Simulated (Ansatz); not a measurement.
`c1ccc(-c2ccc(-c3ccc(-c4ccccc4)cc3)cc2)cc1`. Charge 0, multiplicity 1. Geometry r2SCAN-D4/def2-SVP; atoms count from 1.

```xyz
42

C     3.470   -7.058    0.704
C     4.012   -6.087   -0.145
C     3.399   -4.839   -0.269
C     2.229   -4.533    0.452
C     1.579   -3.210    0.320
C     2.338   -2.039    0.140
C     1.726   -0.794    0.017
C     0.325   -0.661    0.065
C    -0.325    0.661   -0.066
C    -1.568    0.802   -0.712
C    -2.179    2.047   -0.837
C    -1.579    3.210   -0.320
C    -2.229    4.533   -0.452
C    -2.975    4.862   -1.601
C    -3.588    6.110   -1.725
C    -3.470    7.058   -0.704
C    -2.734    6.746    0.444
C    -2.119    5.499    0.568
C    -0.336    3.069    0.327
C     0.277    1.825    0.450
C    -0.434   -1.833    0.245
C     0.178   -3.077    0.371
C     1.695   -5.521    1.303
C     2.309   -6.768    1.427
H     3.951   -8.036    0.802
H     4.915   -6.306   -0.723
H     3.816   -4.098   -0.958
H     3.429   -2.104    0.113
H     2.346    0.094   -0.139
H    -2.056   -0.079   -1.141
H    -3.153    2.118   -1.331
H    -3.050    4.138   -2.418
H    -4.154    6.346   -2.631
H    -3.951    8.036   -0.801
H    -2.643    7.477    1.253
H    -1.569    5.255    1.482
H     0.167    3.955    0.725
H     1.234    1.749    0.974
H    -1.524   -1.765    0.306
H    -0.443   -3.970    0.492
H     0.803   -5.296    1.895
H     1.881   -7.517    2.102
```

Single mean-field runs in def2-TZVP are fitted with def2-universal-jkfit.

Estimate the Mulliken populations of the heavy atoms from the PBE0/def2-TZVP orbitals of Ansatz.


```
atom  charge (e)
  C1       -0.11
  C2       -0.12
  C3       -0.22
  C4        0.14
  C5        0.20
  C6       -0.21
  C7       -0.20
  C8        0.16
  C9        0.16
 C10       -0.20
 C11       -0.21
 C12        0.20
 C13        0.14
 C14       -0.22
 C15       -0.12
 C16       -0.11
 C17       -0.12
 C18       -0.22
 C19       -0.21
 C20       -0.20
 C21       -0.20
 C22       -0.21
 C23       -0.22
 C24       -0.12
```
Mulliken values depend strongly on the basis.

And the Mayer bond orders between heavy atoms (over 0.3)?

C1–C2 1.42 (1.40 Å); C1–C24 1.42 (1.40 Å); C2–C3 1.46 (1.40 Å); C3–C4 1.39 (1.41 Å); C4–C5 0.88 (1.48 Å); C4–C23 1.39 (1.41 Å); C5–C6 1.37 (1.41 Å); C5–C22 1.37 (1.41 Å); C6–C7 1.46 (1.39 Å); C7–C8 1.38 (1.41 Å); C8–C9 0.89 (1.48 Å); C8–C21 1.38 (1.41 Å); C9–C10 1.38 (1.41 Å); C9–C20 1.38 (1.41 Å); C10–C11 1.46 (1.39 Å); C11–C12 1.37 (1.41 Å); C12–C13 0.88 (1.48 Å); C12–C19 1.37 (1.41 Å); C13–C14 1.39 (1.41 Å); C13–C18 1.39 (1.41 Å); C14–C15 1.46 (1.40 Å); C15–C16 1.42 (1.40 Å); C16–C17 1.42 (1.40 Å); C17–C18 1.46 (1.40 Å); C19–C20 1.46 (1.39 Å); C21–C22 1.46 (1.39 Å); C23–C24 1.46 (1.40 Å).
